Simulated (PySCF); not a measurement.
Compound: C3H9NSi.
Atom-mapped SMILES: `[CH3:1][CH2:2]/[CH:3]=[N:4]\[SiH3:5]` (hydrogens: H6, H7, H8 on C1; H9, H10 on C2; H11 on C3; H12, H13, H14 on Si5)

The same species was optimised twice, with GFN2-xTB and with PBE0-D3(BJ)/def2-SVP (PySCF), and the same property calculations (PySCF, gas phase) were run on both structures.

```tsv
coordinate	GFN2-xTB	PBE0-D3(BJ)/def2-SVP	change
Si5–H13 (Å)	1.472	1.504	+0.032
Si5–H14 (Å)	1.461	1.492	+0.031
Si5–H12 (Å)	1.461	1.492	+0.031
N4–Si5 (Å)	1.715	1.743	+0.028
C3–H11 (Å)	1.094	1.113	+0.019
C3=N4 (Å)	1.248	1.263	+0.015
C1–H7 (Å)	1.088	1.102	+0.014
C1–H8 (Å)	1.088	1.101	+0.013
C1–H6 (Å)	1.087	1.100	+0.013
C2–H9 (Å)	1.094	1.106	+0.012
C2–H10 (Å)	1.090	1.101	+0.011
C2–C3 (Å)	1.498	1.503	+0.005
C1–C2 (Å)	1.527	1.525	-0.002
N4–Si5–H12 (°)	102.9	107.2	+4.3
H12–Si5–H14 (°)	113.6	109.3	-4.3
N4–Si5–H14 (°)	103.1	107.2	+4.1
C3–N4–Si5 (°)	137.2	133.1	-4.1
N4–Si5–H13 (°)	119.3	117.1	-2.2
H9–C2–H10 (°)	108.5	106.9	-1.6
C1–C2–C3 (°)	111.0	112.1	+1.1
H12–Si5–H13 (°)	109.0	107.9	-1.1
C1–C2–C3–N4 (°)	126	125	-1
```

Rotational constants: A = 10406, B = 1772, C = 1652 MHz (GFN2-xTB) against A = 9868, B = 1785, C = 1648 MHz (PBE0-D3(BJ)/def2-SVP). Point groups within 0.08 Å: C1 and C1.

On the GFN2-xTB structure: lowest singlet, TDDFT (eV) 4.23 [wB97X-D/def2-SVPD]; lowest triplet, Tamm–Dancoff (eV) 3.73 [wB97X-D/def2-SVPD]; isotropic polarisability (au) 72.5 [wB97X-D/def2-SVPD]; HOMO (eV) -8.61 [wB97X-D/def2-SVPD]; LUMO (eV) 1.29 [wB97X-D/def2-SVPD]; dipole (D) 2.25 [wB97X-D/def2-SVPD].

**Question.** What do these properties become on the PBE0-D3(BJ)/def2-SVP structure?

**Answer.** 
| property | level | on GFN2-xTB | on PBE0-D3(BJ)/def2-SVP | change |
| --- | --- | --- | --- | --- |
| lowest singlet, TDDFT (eV) | wB97X-D/def2-SVPD | 4.23 | 4.18 | -0.05 |
| lowest triplet, Tamm–Dancoff (eV) | wB97X-D/def2-SVPD | 3.73 | 3.67 | -0.06 |
| isotropic polarisability (au) | wB97X-D/def2-SVPD | 72.5 | 74.3 | +1.8 |
| HOMO (eV) | wB97X-D/def2-SVPD | -8.61 | -8.72 | -0.11 |
| LUMO (eV) | wB97X-D/def2-SVPD | 1.29 | 1.12 | -0.17 |
| dipole (D) | wB97X-D/def2-SVPD | 2.25 | 2.36 | +0.11 |
| energy, GFN2-xTB geometry as zero (kcal/mol) | wB97X-D/def2-SVPD | 0.0 | -2.2 | -2.2 |

The heavy atoms differ by 0.031 Å rms after alignment. Among all bonds Si5–H12, Si5–H13 and Si5–H14 change most and about equally (+0.031 to +0.032 Å). Changes are differences of the printed values. Neither structure is proved a minimum here.

The values belong to the conformer `[CH3:1][CH2:2]/[CH:3]=[N:4]\[SiH3:5]`: C1–C2–C3–N4 125°.

Note: wB97X-D ran without an empirical dispersion term, which enters the total energy and its gradient alone.
